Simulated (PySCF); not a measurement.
**Neon: a sound run and one with changed settings**

Sound run: Ne²⁺ [He] 2s2 2p4, Ne³⁺ [He] 2s2 2p3. Computed with PySCF 2.14 in 6-31G* (3s2p1d, 14 functions), with the non-relativistic Hamiltonian (point nucleus). In the sound run the correlated levels freeze 1s2. The sound run starts from symmetry-adapted Hartree-Fock orbitals and uses a fine grid where one is needed.

Changed run: a valence shell is frozen. This setting is unsound on purpose.

| species | method | sound run (hartree) | changed run (hartree) | converged |
| --- | --- | --- | --- | --- |
| Ne²⁺ | MP2 | -126.35644 | -126.32451 | yes |
| Ne²⁺ | CCSD(T) | -126.36661 | -126.32796 | yes |
| Ne³⁺ | MP2 | -124.06439 | -124.03718 | yes |
| Ne³⁺ | CCSD(T) | -124.07318 | -124.03797 | yes |

Ionisation energy of Ne²⁺:

```tsv
method	sound run (eV)	changed run (eV)
UHF	61.719	61.719
MP2	62.370	62.242
SCS-MP2	62.348	62.268
CCSD	62.394	62.307
CCSD(T)	62.407	62.314
```

Freezing a valence shell removes pair correlation that changes on ionisation.

For comparison, NIST gives 63.423 eV between the lowest levels.
